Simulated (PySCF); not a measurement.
Species: C₅H₉I.
Bonds: I1–C2, C2–C3, C3–C4, C4–C5, C5–C6, C2–C6. Hydrogens: H7 on C2; H8, H9 on C3; H10, H11 on C4; H12, H13 on C5; H14, H15 on C6.

Method used: PySCF, PBE0-D3(BJ)/def2-SVP geometry optimisation, gas phase, def2 core potentials past Kr.

Question: List the bond lengths, angles and torsions at this level.

Answer: 
```csv
bond,length (pm),order
I1–C2,219.1,single
"C2–C3, C2–C6",151.9,single
"C3–C4, C5–C6",153.5,single
C4–C5,154.8,single
C2–H7,109.7,single
"C3–H8, C6–H15",109.9,single
"C3–H9, C6–H14",110.5,single
"C4–H10, C5–H12",110.0,single
"C4–H11, C5–H13",110.0,single
```

Bonds in one row agree within 1 pm and their mean is given. Orders are formal, as drawn. A selection of angles:
```csv
angle,degrees
I1–C2–C3,110.7
I1–C2–H7,102.9
C3–C2–C6,103.2
C3–C2–H7,114.7
C2–C3–C4,104.8
C2–C3–H8,114.0
C2–C3–H9,106.6
C4–C3–H8,114.0
C4–C3–H9,110.3
H8–C3–H9,107.0
C3–C4–C5,105.7
C3–C4–H10,110.1
C3–C4–H11,111.4
C5–C4–H10,110.3
C5–C4–H11,112.6
H10–C4–H11,106.7
```

Dihedral angles: I1–C2–C3–C4 -80° (synclinal); C2–C3–C4–C5 -24° (synperiplanar); C3–C4–C5–C6 0° (synperiplanar); C4–C5–C6–C2 23° (synperiplanar); I1–C2–C6–C5 81° (synclinal).

The 5-membered ring C2–C3–C4–C5–C6 has internal angles of 103.2° to 105.8°; it is puckered, 0.17 Å rms from its mean plane, widest ring torsion 38°. The 5 C–C bonds span 1.519 Å (C2–C3, drawn single) to 1.548 Å (C4–C5, drawn single), a spread of 0.029 Å.

Point group: Cs (tolerance 0.08 Å). No frequency check. One conformer, not necessarily the lowest.

The run took 44 s wall on Arm Neoverse V1, one thread, no GPU (shared host), and the process peaked at 0.64 GiB of memory. These figures are those of the optimisation.
